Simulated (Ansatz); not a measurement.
All values below come from r2SCAN-D4/def2-TZVP (Ansatz, a first-principles code). No frequencies were computed at this level.

Ansatz 0.2 input:
```yaml
crystal:
  periodic: [false, false, false]
  atoms:
    - { symbol: F, position_ang: [2.072629, -0.525274, -1.081311] }
    - { symbol: Si, position_ang: [1.130439, 0.437132, -0.172221] }
    - { symbol: F, position_ang: [2.069519, 0.341971, 1.150519] }
    - { symbol: Al, position_ang: [-1.210248, -0.095957, 0.036073] }
    - { symbol: H, position_ang: [-2.081939, -1.329898, 0.504344] }
    - { symbol: H, position_ang: [-1.9804, 1.172026, -0.437403] }
basis:
  gaussian: { orbitals: def2-tzvp }
hamiltonian:
  xc: r2scan
  dispersion: d4
relax:
  max_steps: 150
magnetization:
  spin_polarized: true
  initial_magnetization: 1
```

Output:

```
[...]
mean field -19941.42563049 eV, -732.8338751369 hartree, gradient 5.6e-5 eV, S^2 0.758952; 1 other end points of the search recorded, 0 dependent functions left out
reference -19941.42564706 eV, -732.8338757456 hartree; 24, 23 occupied and 124, 125 virtual orbitals, 911 factors
relax step   1: F+E_penalty+E_count = -19941.45035600 eV  Δ(F+E_penalty+E_count) = +0.000e0 eV  max|allowed force component| = 2.274e0 eV/Å  Δτ_max = 0.0000 Å  (47 SCF iters, accepted)
these checks for a lower state are left out or cut short: starts, cluster_reference, orbital_swaps, neighbouring_geometries, increment
911 factors; their error is unknown
mean field -19941.50923925 eV, -732.8369477019 hartree, gradient 2.2e-5 eV, S^2 0.760542; 0 other end points of the search recorded, 0 dependent functions left out
reference -19941.50925569 eV, -732.8369483063 hartree; 24, 23 occupied and 124, 125 virtual orbitals, 911 factors
relax step   2: F+E_penalty+E_count = -19941.53414117 eV  Δ(F+E_penalty+E_count) = -8.379e-2 eV  max|allowed force component| = 1.768e0 eV/Å  Δτ_max = 0.1935 Å  (41 SCF iters, accepted)
these checks for a lower state are left out or cut short: starts, cluster_reference, orbital_swaps, neighbouring_geometries, increment
911 factors; their error is unknown
mean field evaluation 32: about -19941.5702 eV, gradient 1.4e-1 eV
mean field -19941.57050939 eV, -732.8391993381 hartree, gradient 1.8e-5 eV, S^2 0.759062; 0 other end points of the search recorded, 0 dependent functions left out
reference -19941.57052597 eV, -732.8391999475 hartree; 24, 23 occupied and 124, 125 virtual orbitals, 911 factors
relax step   3: F+E_penalty+E_count = -19941.59520585 eV  Δ(F+E_penalty+E_count) = -6.106e-2 eV  max|allowed force component| = 1.480e0 eV/Å  Δτ_max = 0.0940 Å  (37 SCF iters, accepted)
these checks for a lower state are left out or cut short: starts, cluster_reference, orbital_swaps, neighbouring_geometries, increment
911 factors; their error is unknown
mean field -19941.59996813 eV, -732.8402819267 hartree, gradient 1.8e-5 eV, S^2 0.758647; 0 other end points of the search recorded, 0 dependent functions left out
reference -19941.59998472 eV, -732.8402825367 hartree; 24, 23 occupied and 124, 125 virtual orbitals, 911 factors
relax step   4: F+E_penalty+E_count = -19941.62476037 eV  Δ(F+E_penalty+E_count) = -2.955e-2 eV  max|allowed force component| = 1.125e0 eV/Å  Δτ_max = 0.1241 Å  (38 SCF iters, accepted)
these checks for a lower state are left out or cut short: starts, cluster_reference, orbital_swaps, neighbouring_geometries, increment
911 factors; their error is unknown
mean field -19941.65396154 eV, -732.8422661481 hartree, gradient 2.1e-5 eV, S^2 0.758951; 0 other end points of the search recorded, 0 dependent functions left out
reference -19941.65397827 eV, -732.8422667630 hartree; 24, 23 occupied and 124, 125 virtual orbitals, 911 factors
relax step   5: F+E_penalty+E_count = -19941.67889013 eV  Δ(F+E_penalty+E_count) = -5.413e-2 eV  max|allowed force component| = 3.631e-1 eV/Å  Δτ_max = 0.0693 Å  (37 SCF iters, accepted)
these checks for a lower state are left out or cut short: starts, cluster_reference, orbital_swaps, neighbouring_geometries, increment
911 factors; their error is unknown
mean field -19941.65999884 eV, -732.8424880147 hartree, gradient 1.2e-5 eV, S^2 0.758850; 0 other end points of the search recorded, 0 dependent functions left out
reference -19941.66001554 eV, -732.8424886285 hartree; 24, 23 occupied and 124, 125 virtual orbitals, 911 factors
relax step   6: F+E_penalty+E_count = -19941.68491176 eV  Δ(F+E_penalty+E_count) = -6.022e-3 eV  max|allowed force component| = 5.282e-2 eV/Å  Δτ_max = 0.0426 Å  (38 SCF iters, accepted)
these checks for a lower state are left out or cut short: starts, cluster_reference, orbital_swaps, neighbouring_geometries, increment
911 factors; their error is unknown
mean field evaluation 64: about -19941.6615 eV, gradient 1.2e-5 eV
mean field -19941.66151246 eV, -732.8425436394 hartree, gradient 1.2e-5 eV, S^2 0.759083; 0 other end points of the search recorded, 0 dependent functions left out
reference -19941.66152917 eV, -732.8425442533 hartree; 24, 23 occupied and 124, 125 virtual orbitals, 911 factors
relax step   7: F+E_penalty+E_count = -19941.68643991 eV  Δ(F+E_penalty+E_count) = -1.528e-3 eV  max|allowed force component| = 2.735e-2 eV/Å  Δτ_max = 0.0318 Å  (38 SCF iters, accepted)
these checks for a lower state are left out or cut short: starts, cluster_reference, orbital_swaps, neighbouring_geometries, increment
911 factors; their error is unknown
mean field -19941.67274953 eV, -732.8429565939 hartree, gradient 1.5e-5 eV, S^2 0.761653; 0 other end points of the search recorded, 0 dependent functions left out
reference -19941.67276632 eV, -732.8429572109 hartree; 24, 23 occupied and 124, 125 virtual orbitals, 911 factors
relax step   8: F+E_penalty+E_count = -19941.69762772 eV  Δ(F+E_penalty+E_count) = -1.119e-2 eV  max|allowed force component| = 3.329e-1 eV/Å  Δτ_max = 0.1922 Å  (43 SCF iters, accepted)
these checks for a lower state are left out or cut short: starts, cluster_reference, orbital_swaps, neighbouring_geometries, increment
911 factors; their error is unknown
mean field -19941.66752996 eV, -732.8427647783 hartree, gradient 1.5e-5 eV, S^2 0.764914; 0 other end points of the search recorded, 0 dependent functions left out
reference -19941.66754681 eV, -732.8427653974 hartree; 24, 23 occupied and 124, 125 virtual orbitals, 911 factors
relax step   9: F+E_penalty+E_count = -19941.69236163 eV  Δ(F+E_penalty+E_count) = +5.266e-3 eV  max|allowed force component| = 9.738e-1 eV/Å  Δτ_max = 0.1982 Å  (43 SCF iters, rejected (line search))
these checks for a lower state are left out or cut short: starts, cluster_reference, orbital_swaps, neighbouring_geometries, increment
911 factors; their error is unknown
mean field -19941.69153777 eV, -732.8436470489 hartree, gradient 3.1e-5 eV, S^2 0.763697; 0 other end points of the search recorded, 0 dependent functions left out
reference -19941.69155461 eV, -732.8436476678 hartree; 24, 23 occupied and 124, 125 virtual orbitals, 911 factors
relax step  10: F+E_penalty+E_count = -19941.71644338 eV  Δ(F+E_penalty+E_count) = -1.882e-2 eV  max|allowed force component| = 3.333e-1 eV/Å  Δτ_max = 0.0991 Å  (37 SCF iters, accepted)
these checks for a lower state are left out or cut short: starts, cluster_reference, orbital_swaps, neighbouring_geometries, increment
911 factors; their error is unknown
mean field -19941.71488443 eV, -732.8445050230 hartree, gradient 4.4e-5 eV, S^2 0.765970; 0 other end points of the search recorded, 0 dependent functions left out
reference -19941.71490136 eV, -732.8445056451 hartree; 24, 23 occupied and 124, 125 virtual orbitals, 911 factors
relax step  11: F+E_penalty+E_count = -19941.73976003 eV  Δ(F+E_penalty+E_count) = -2.332e-2 eV  max|allowed force component| = 3.165e-1 eV/Å  Δτ_max = 0.0974 Å  (38 SCF iters, accepted)
these checks for a lower state are left out or cut short: starts, cluster_reference, orbital_swaps, neighbouring_geometries, increment
911 factors; their error is unknown
mean field evaluation 96: about -19941.7587 eV, gradient 2.7e-1 eV
mean field -19941.74994992 eV, -732.8457936560 hartree, gradient 1.7e-5 eV, S^2 0.767620; 0 other end points of the search recorded, 0 dependent functions left out
reference -19941.74996688 eV, -732.8457942794 hartree; 24, 23 occupied and 124, 125 virtual orbitals, 911 factors
relax step  12: F+E_penalty+E_count = -19941.77478177 eV  Δ(F+E_penalty+E_count) = -3.502e-2 eV  max|allowed force component| = 4.802e-1 eV/Å  Δτ_max = 0.1465 Å  (42 SCF iters, accepted)
these checks for a lower state are left out or cut short: starts, cluster_reference, orbital_swaps, neighbouring_geometries, increment
911 factors; their error is unknown
mean field -19941.78064095 eV, -732.8469215304 hartree, gradient 2.1e-5 eV, S^2 0.768367; 0 other end points of the search recorded, 0 dependent functions left out
reference -19941.78065794 eV, -732.8469221550 hartree; 24, 23 occupied and 124, 125 virtual orbitals, 911 factors
relax step  13: F+E_penalty+E_count = -19941.80545189 eV  Δ(F+E_penalty+E_count) = -3.067e-2 eV  max|allowed force component| = 8.573e-1 eV/Å  Δτ_max = 0.1960 Å  (43 SCF iters, accepted)
these checks for a lower state are left out or cut short: starts, cluster_reference, orbital_swaps, neighbouring_geometries, increment
911 factors; their error is unknown
mean field -19941.85442459 eV, -732.8496330291 hartree, gradient 1.4e-5 eV, S^2 0.765263; 0 other end points of the search recorded, 0 dependent functions left out
reference -19941.85444176 eV, -732.8496336603 hartree; 24, 23 occupied and 124, 125 virtual orbitals, 911 factors
relax step  14: F+E_penalty+E_count = -19941.87919300 eV  Δ(F+E_penalty+E_count) = -7.374e-2 eV  max|allowed force component| = 2.775e-1 eV/Å  Δτ_max = 0.2000 Å  (42 SCF iters, accepted)
these checks for a lower state are left out or cut short: starts, cluster_reference, orbital_swaps, neighbouring_geometries, increment
911 factors; their error is unknown
mean field -19941.86956637 eV, -732.8501894796 hartree, gradient 1.2e-5 eV, S^2 0.765071; 0 other end points of the search recorded, 0 dependent functions left out
reference -19941.86958336 eV, -732.8501901037 hartree; 24, 23 occupied and 124, 125 virtual orbitals, 911 factors
relax step  15: F+E_penalty+E_count = -19941.89447985 eV  Δ(F+E_penalty+E_count) = -1.529e-2 eV  max|allowed force component| = 4.619e-1 eV/Å  Δτ_max = 0.1995 Å  (44 SCF iters, accepted)
these checks for a lower state are left out or cut short: starts, cluster_reference, orbital_swaps, neighbouring_geometries, increment
911 factors; their error is unknown
mean field evaluation 128: about -19941.8973 eV, gradient 1.2e-1 eV
mean field -19941.88765466 eV, -732.8508542118 hartree, gradient 3.4e-5 eV, S^2 0.763238; 0 other end points of the search recorded, 0 dependent functions left out
reference -19941.88767169 eV, -732.8508548377 hartree; 24, 23 occupied and 124, 125 virtual orbitals, 911 factors
relax step  16: F+E_penalty+E_count = -19941.91248948 eV  Δ(F+E_penalty+E_count) = -1.801e-2 eV  max|allowed force component| = 2.453e-1 eV/Å  Δτ_max = 0.0735 Å  (38 SCF iters, accepted)
these checks for a lower state are left out or cut short: starts, cluster_reference, orbital_swaps, neighbouring_geometries, increment
911 factors; their error is unknown
mean field -19941.88888702 eV, -732.8508995003 hartree, gradient 3.4e-5 eV, S^2 0.762274; 0 other end points of the search recorded, 0 dependent functions left out
reference -19941.88890404 eV, -732.8509001255 hartree; 24, 23 occupied and 124, 125 virtual orbitals, 911 factors
relax step  17: F+E_penalty+E_count = -19941.91372290 eV  Δ(F+E_penalty+E_count) = -1.233e-3 eV  max|allowed force component| = 1.714e-1 eV/Å  Δτ_max = 0.0815 Å  (38 SCF iters, accepted)
these checks for a lower state are left out or cut short: starts, cluster_reference, orbital_swaps, neighbouring_geometries, increment
911 factors; their error is unknown
mean field -19941.89217694 eV, -732.8510204024 hartree, gradient 2.3e-5 eV, S^2 0.763586; 0 other end points of the search recorded, 0 dependent functions left out
reference -19941.89219394 eV, -732.8510210273 hartree; 24, 23 occupied and 124, 125 virtual orbitals, 911 factors
relax step  18: F+E_penalty+E_count = -19941.91706563 eV  Δ(F+E_penalty+E_count) = -3.343e-3 eV  max|allowed force component| = 8.116e-2 eV/Å  Δτ_max = 0.0637 Å  (37 SCF iters, accepted)
these checks for a lower state are left out or cut short: starts, cluster_reference, orbital_swaps, neighbouring_geometries, increment
911 factors; their error is unknown
mean field -19941.89386781 eV, -732.8510825410 hartree, gradient 1.5e-5 eV, S^2 0.762930; 0 other end points of the search recorded, 0 dependent functions left out
reference -19941.89388483 eV, -732.8510831665 hartree; 24, 23 occupied and 124, 125 virtual orbitals, 911 factors
relax step  19: F+E_penalty+E_count = -19941.91871059 eV  Δ(F+E_penalty+E_count) = -1.645e-3 eV  max|allowed force component| = 3.619e-2 eV/Å  Δτ_max = 0.0274 Å  (37 SCF iters, accepted)
these checks for a lower state are left out or cut short: starts, cluster_reference, orbital_swaps, neighbouring_geometries, increment
911 factors; their error is unknown
mean field evaluation 160: about -19941.8940 eV, gradient 1.7e-5 eV
mean field -19941.89398282 eV, -732.8510867675 hartree, gradient 1.8e-5 eV, S^2 0.763104; 0 other end points of the search recorded, 0 dependent functions left out
reference -19941.89399984 eV, -732.8510873930 hartree; 24, 23 occupied and 124, 125 virtual orbitals, 911 factors
relax step  20: F+E_penalty+E_count = -19941.91883545 eV  Δ(F+E_penalty+E_count) = -1.249e-4 eV  max|allowed force component| = 6.074e-3 eV/Å  Δτ_max = 0.0078 Å  (40 SCF iters, accepted)
911 factors; their error is unknown
mean field -19941.89398282 eV, -732.8510867675 hartree, gradient 2.0e-5 eV, S^2 0.763104; 1 other end points of the search recorded, 0 dependent functions left out
reference -19941.89399984 eV, -732.8510873930 hartree; 24, 23 occupied and 124, 125 virtual orbitals, 911 factors
Total energy: -19941.91885247 eV, -732.8520007103 hartree
Atom 0 at     2.063041    -1.166331    -0.349124 Å, force     0.004773    -0.004417    -0.000912 eV/Å
Atom 1 at     1.107470     0.095572    -0.164549 Å, force    -0.003769     0.006074     0.001341 eV/Å
Atom 2 at     1.998895     1.184473     0.583825 Å, force    -0.000570    -0.002057    -0.000741 eV/Å
Atom 3 at    -1.268553    -0.066859     0.080302 Å, force     0.004299    -0.001450     0.001736 eV/Å
Atom 4 at    -1.914701    -1.337720    -0.599444 Å, force    -0.001793     0.000641    -0.000389 eV/Å
Atom 5 at    -1.986152     1.290864     0.448990 Å, force    -0.002941     0.001209    -0.001034 eV/Å
Dipole moment:    -0.167239    -0.004493    -0.001157 e Å
```

Cost: roughly 3 core-minutes.
